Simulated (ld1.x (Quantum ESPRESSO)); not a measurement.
**What one change does to a pseudopotential (Sn (Z = 50), TM)**

```
Element                 : tin
Generator               : ld1.x (Quantum ESPRESSO) 7.5
Type                    : norm-conserving Troullier–Martins (Kleinman–Bylander form)
Functional              : PW91
Relativity              : scalar-relativistic
Frozen core             : [Kr] 4d10
Valence charge          : 4
Reference configuration : 5s2 5p2
Partial waves           : 5s (bound): rc 1.85 bohr; 5p (bound): rc 2.20 bohr
Local potential         : all-electron potential smoothed inside 1.55 bohr (lloc = -1)
Core correction         : none
```

All-electron outer shells of the reference configuration (PW91, scalar-relativistic, ld1.x):

```csv
shell,level (eV),outermost node (bohr),outermost maximum (bohr)
4p,-89.73,0.41,0.79
4d,-25.88,0.39,0.88
5s,-10.62,0.98,2.01
5p,-3.74,1.09,2.55
```

Change: wave 5p (bound): rc 2.20 bohr becomes 5p (bound): rc 3.22 bohr.

Cutoffs: the cutoffs (Ry, on a coarse ladder) from which the occupation-weighted sum of valence levels, in a spherical-Bessel basis at the reference potential, stays within 10 and 1 mRy of its value at 400 Ry; they do not see the model core or the augmentation charge, which bear on the density cutoff. Errors are all-electron minus pseudo energies relative to the spin-unpolarised reference configuration.

**Question.** How do hardness, ghosts and transferability respond?

**Answer.** The potential gets neither clearly harder nor softer (21 Ry and 35 Ry → 21 Ry and 35 Ry); both files keep a bound ghost (d, s); of the 7 tests that both files solve, the error grows in 2 and shrinks in 3 by more than 15 % and 0.3 meV (median size 11.1 → 8.2 meV).

| quantity | base | changed |
| --- | --- | --- |
| cutoff, loose | 21 Ry | 21 Ry |
| cutoff, tight | 35 Ry | 35 Ry |
| bound ghosts | s, d | s, d |
| error for 5s2 5p1, meV [ΔE 6.93 eV] | +2.4 | +2.0 |
| error for 5s2 5p0, meV [ΔE 20.96 eV] | +11 | -8.2 |
| error for 5s1 5p0, meV [ΔE 52.04 eV] | +124 | +78 |
| error for 5s2 5p2.3, meV [ΔE -0.86 eV] | +0.5 | +0.6 |
| error for 5s2 5p1.5, meV [ΔE 2.64 eV] | +0.4 | +0.5 |
| error for 5s1 5p2, meV [ΔE 14.61 eV] | +26 | +55 |
| error for 5s1 5p3, meV [ΔE 7.01 eV] | +15 | +24 |

 A true bound ghost makes a file unfit for plane-wave use even where its test errors are small: the radial tests pick states by their node count and pass the ghost by.
